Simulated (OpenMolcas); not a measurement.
## Ar VI: the spin-orbit constant, worked from levels

```yaml
Program: OpenMolcas 26.06
Basis: ANO-RCC-VDZP [4s3p1d]
Scalar_Hamiltonian: X2C, point nucleus
Active_space: 3 electrons in 8 orbitals (3s 3p 4s 4p)
State_averaging: 2S+1 = 4 odd, 1 root (0 in the spin-orbit step); 2S+1 = 2 odd, 3 roots; 2S+1 = 4 even, 3 roots; 2S+1 = 2 even, 6 roots
Spin-orbit_coupling: RASSI with atomic mean-field integrals over the reference wave functions, term energies averaged over their components
```

Methods: CASSCF; SS-CASPT2, IPEA 0.25 Eh, imaginary shift 0.1 Eh (closed shells correlated: 2s 2p). Measured levels: Saloman, J. Phys. Chem. Ref. Data 39, 033101 (2010).

**The spin-orbit constant.** For the Hund term ²P° of p1, E(J) = (A/2) J(J+1) + constant and ζ = 2S·A = A. From J = 1/2 to J = 3/2 the energy changes by 1.5 A.

| Source | E(3/2) - E(1/2) | A | ζ |
| --- | --- | --- | --- |
| CASSCF | 1950.9 | 1300.6 | 1301 |
| SS-CASPT2 | 1950.9 | 1300.6 | 1301 |
| measured | 2207.9 | 1471.9 | 1472 |

All in cm-1. SS-CASPT2 is off by -11.6 % and CASSCF by -11.6 %. Both methods take the spin-orbit matrix elements from the reference wave functions, so the second can move ζ only through the term energies and any multistate remixing.

Over all roots computed the reference weight is 0.92 to 0.99 in SS-CASPT2; the roots of lowest weight are the least certain, and an intruder state may touch them. Active for correlation alone: 4p 4s; no level in the range computed is led by a configuration that fills them, so any true level of that kind is missing. The basis is small and was not contracted for so high a charge. Measured partners are found by configuration, term and J. A level has none where our copy of the source lacks it or the pairing is in doubt (some pairs that miss far off the trend of their configuration count as doubtful), and it then counts in no deviation. Only configurations of the active space appear.

° marks odd parity.
